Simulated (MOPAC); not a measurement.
Input for MOPAC: PM3 on C8H8 (SMILES C=Cc1ccccc1), a point of a torsion scan.

```
PM3 1SCF PRECISE CHARGE=0 THREADS=1
C8H8

C     -2.66557613 1    -0.77645753 1    -0.45864652 1
C     -1.88643105 1     0.27326703 1    -0.24517902 1
C     -0.44013714 1     0.19293763 1    -0.02893918 1
C      0.36567649 1    -0.61533645 1    -0.82712223 1
C      1.73178340 1    -0.66787915 1    -0.62143053 1
C      2.31495905 1     0.09056438 1     0.37989565 1
C      1.52512047 1     0.91053089 1     1.16894755 1
C      0.16064386 1     0.97187287 1     0.95777354 1
H     -3.73023715 1    -0.67990513 1    -0.58735919 1
H     -2.26440356 1    -1.77465437 1    -0.52207943 1
H     -2.32069725 1     1.26019638 1    -0.14164641 1
H     -0.08672673 1    -1.19917183 1    -1.61551711 1
H      2.34602607 1    -1.29794933 1    -1.24852229 1
H      3.38231237 1     0.04883201 1     0.54013794 1
H      1.97653603 1     1.50976929 1     1.94649764 1
H     -0.45335128 1     1.61563081 1     1.57198502 1
```

Program output:

```
*******************************************************************************
 **                                                                           **
 **                              MOPAC v23.2.5                                **
 **                                                                           **
 *******************************************************************************
 ** MOPAC's Digital Object Identifier: https://doi.org/10.5281/zenodo.6511958 **
 **                                                                           **
 ** Please cite the open-source release paper for use of this MOPAC version:  **
 ** J. E. Moussa and J. J. P. Stewart (2026)                                  **
 ** MOPAC: An open-source semiempirical molecular orbital program             **
 ** J. Open Source Softw., 11(119), 8025, https://doi.org/10.21105/joss.08025 **
 *******************************************************************************

                              PM3 CALCULATION RESULTS

 *******************************************************************************
 *  PM3        - The PM3 Hamiltonian to be used
 *
 *
 *
 *                 CHARGE ON SYSTEM = 0
 *
 *
 *
 *  PRECISE    - TIGHTER CRITERIA TO BE USED
 *  1SCF       - DO 1 SCF AND THEN STOP
 *  THREADS=1  - MULTI-THREADING NOT USED
 *  T=         - A TIME OF 172800.0 SECONDS REQUESTED
 *  DUMP=N     - RESTART FILE WRITTEN EVERY 7200.0 SECONDS REQUESTED
 *******************************************************************************
PM3 1SCF PRECISE CHARGE=0 THREADS=1
 C8H8

   ATOM   CHEMICAL          X               Y               Z
  NUMBER   SYMBOL      (ANGSTROMS)     (ANGSTROMS)     (ANGSTROMS)

     1       C         -2.66557613  *  -0.77645753  *  -0.45864652  *
     2       C         -1.88643105  *   0.27326703  *  -0.24517902  *
     3       C         -0.44013714  *   0.19293763  *  -0.02893918  *
     4       C          0.36567649  *  -0.61533645  *  -0.82712223  *
     5       C          1.73178340  *  -0.66787915  *  -0.62143053  *
     6       C          2.31495905  *   0.09056438  *   0.37989565  *
     7       C          1.52512047  *   0.91053089  *   1.16894755  *
     8       C          0.16064386  *   0.97187287  *   0.95777354  *
     9       H         -3.73023715  *  -0.67990513  *  -0.58735919  *
    10       H         -2.26440356  *  -1.77465437  *  -0.52207943  *
    11       H         -2.32069725  *   1.26019638  *  -0.14164641  *
    12       H         -0.08672673  *  -1.19917183  *  -1.61551711  *
    13       H          2.34602607  *  -1.29794933  *  -1.24852229  *
    14       H          3.38231237  *   0.04883201  *   0.54013794  *
    15       H          1.97653603  *   1.50976929  *   1.94649764  *
    16       H         -0.45335128  *   1.61563081  *   1.57198502  *



          CARTESIAN COORDINATES

    NO.       ATOM           X           Y           Z

     1         C         -2.6656     -0.7765     -0.4586
     2         C         -1.8864      0.2733     -0.2452
     3         C         -0.4401      0.1929     -0.0289
     4         C          0.3657     -0.6153     -0.8271
     5         C          1.7318     -0.6679     -0.6214
     6         C          2.3150      0.0906      0.3799
     7         C          1.5251      0.9105      1.1689
     8         C          0.1606      0.9719      0.9578
     9         H         -3.7302     -0.6799     -0.5874
    10         H         -2.2644     -1.7747     -0.5221
    11         H         -2.3207      1.2602     -0.1416
    12         H         -0.0867     -1.1992     -1.6155
    13         H          2.3460     -1.2979     -1.2485
    14         H          3.3823      0.0488      0.5401
    15         H          1.9765      1.5098      1.9465
    16         H         -0.4534      1.6156      1.5720

  H: (PM3): J. J. P. STEWART, J. COMP. CHEM. 10, 209 (1989).
  C: (PM3): J. J. P. STEWART, J. COMP. CHEM. 10, 209 (1989).

           Empirical Formula: C8 H8  =    16 atoms



      MOLECULAR POINT GROUP   :   C1


      RHF CALCULATION, NO. OF DOUBLY OCCUPIED LEVELS = 20


 -------------------------------------------------------------------------------
 PM3 1SCF PRECISE CHARGE=0 THREADS=1
 C8H8



     1SCF WAS SPECIFIED, SO BFGS WAS NOT USED
     SCF FIELD WAS ACHIEVED


                              PM3 CALCULATION
                                                       MOPAC v23.2.5 Linux




          FINAL HEAT OF FORMATION =         40.60668 KCAL/MOL =     169.89836 KJ/MOL


          COSMO AREA              =        151.21 SQUARE ANGSTROMS
          COSMO VOLUME            =        144.31 CUBIC ANGSTROMS

          IONIZATION POTENTIAL    =          9.326551 EV
          HOMO LUMO ENERGIES (EV) =         -9.327  0.037
          NO. OF FILLED LEVELS    =         20
          MOLECULAR WEIGHT        =        104.1512         POINT GROUP:  C1

          MOLECULAR DIMENSIONS (Angstroms)

            Atom       Atom       Distance
            H    14    H     9     7.23814
            H    16    H    13     4.49533
            H    11    H    10     1.89724


          SCF CALCULATIONS        =          1





   ATOM   CHEMICAL          X               Y               Z
  NUMBER   SYMBOL      (ANGSTROMS)     (ANGSTROMS)     (ANGSTROMS)

     1       C         -2.66557613  *  -0.77645753  *  -0.45864652  *
     2       C         -1.88643105  *   0.27326703  *  -0.24517902  *
     3       C         -0.44013714  *   0.19293763  *  -0.02893918  *
     4       C          0.36567649  *  -0.61533645  *  -0.82712223  *
     5       C          1.73178340  *  -0.66787915  *  -0.62143053  *
     6       C          2.31495905  *   0.09056438  *   0.37989565  *
     7       C          1.52512047  *   0.91053089  *   1.16894755  *
     8       C          0.16064386  *   0.97187287  *   0.95777354  *
     9       H         -3.73023715  *  -0.67990513  *  -0.58735919  *
    10       H         -2.26440356  *  -1.77465437  *  -0.52207943  *
    11       H         -2.32069725  *   1.26019638  *  -0.14164641  *
    12       H         -0.08672673  *  -1.19917183  *  -1.61551711  *
    13       H          2.34602607  *  -1.29794933  *  -1.24852229  *
    14       H          3.38231237  *   0.04883201  *   0.54013794  *
    15       H          1.97653603  *   1.50976929  *   1.94649764  *
    16       H         -0.45335128  *   1.61563081  *   1.57198502  *

                             CARTESIAN COORDINATES

   1    C       -2.665576130    -0.776457530    -0.458646520
   2    C       -1.886431050     0.273267030    -0.245179020
   3    C       -0.440137140     0.192937630    -0.028939180
   4    C        0.365676490    -0.615336450    -0.827122230
   5    C        1.731783400    -0.667879150    -0.621430530
   6    C        2.314959050     0.090564380     0.379895650
   7    C        1.525120470     0.910530890     1.168947550
   8    C        0.160643860     0.971872870     0.957773540
   9    H       -3.730237150    -0.679905130    -0.587359190
  10    H       -2.264403560    -1.774654370    -0.522079430
  11    H       -2.320697250     1.260196380    -0.141646410
  12    H       -0.086726730    -1.199171830    -1.615517110
  13    H        2.346026070    -1.297949330    -1.248522290
  14    H        3.382312370     0.048832010     0.540137940
  15    H        1.976536030     1.509769290     1.946497640
  16    H       -0.453351280     1.615630810     1.571985020


           Empirical Formula: C8 H8  =    16 atoms



      MOLECULAR POINT GROUP   :   C1


                  EIGENVALUES
 -40.22701 -33.91493 -29.82457 -28.07696 -22.46811 -21.57765 -19.73793 -18.06063
 -16.76010 -15.86658 -15.16202 -14.94419 -14.67195 -13.35112 -13.02171 -12.42838
 -12.18690 -10.99084  -9.82708  -9.32655   0.03675   0.41925   1.36331   2.89820
   3.10056   3.40952   3.52350   3.61745   3.76916   3.94070   4.06262   4.10416
   4.92055   4.96080   5.04957   5.27368   5.58482   5.69143   6.22707   6.35013


              NET ATOMIC CHARGES AND DIPOLE CONTRIBUTIONS

  ATOM NO.   TYPE          CHARGE      No. of ELECS.   s-Pop       p-Pop
    1          C          -0.148294        4.1483     1.17941     2.96888
    2          C          -0.094346        4.0943     1.17533     2.91901
    3          C          -0.047967        4.0480     1.16682     2.88115
    4          C          -0.092548        4.0925     1.17337     2.91918
    5          C          -0.100434        4.1004     1.17372     2.92671
    6          C          -0.100974        4.1010     1.17470     2.92628
    7          C          -0.100524        4.1005     1.17366     2.92687
    8          C          -0.092327        4.0923     1.17348     2.91885
    9          H           0.082159        0.9178     0.91784
   10          H           0.083821        0.9162     0.91618
   11          H           0.097943        0.9021     0.90206
   12          H           0.105233        0.8948     0.89477
   13          H           0.101632        0.8984     0.89837
   14          H           0.101795        0.8982     0.89821
   15          H           0.101764        0.8982     0.89824
   16          H           0.103069        0.8969     0.89693
 DIPOLE           X         Y         Z       TOTAL
 POINT-CHG.    -0.052    -0.002    -0.002     0.052
 HYBRID        -0.008     0.003     0.021     0.022
 SUM           -0.060     0.001     0.018     0.062


          ATOMIC ORBITAL ELECTRON POPULATIONS

     Atom    s        px        py        pz
    1  C   1.17941   0.98849   0.98135   0.99904
    2  C   1.17533   0.93172   0.98715   1.00015
    3  C   1.16682   0.93689   0.97376   0.97050
    4  C   1.17337   0.94664   0.98455   0.98799
    5  C   1.17372   0.95514   0.99089   0.98068
    6  C   1.17470   0.98391   0.97511   0.96725
    7  C   1.17366   0.94900   0.98853   0.98934
    8  C   1.17348   0.95441   0.98595   0.97849
    9  H   0.91784
   10  H   0.91618
   11  H   0.90206
   12  H   0.89477
   13  H   0.89837
   14  H   0.89821
   15  H   0.89824
   16  H   0.89693

 **********************
 *                    *
 * JOB ENDED NORMALLY *
 *                    *
 **********************




 == MOPAC DONE ==
```

The run finished.

Cost: very roughly 0.020 core-seconds.
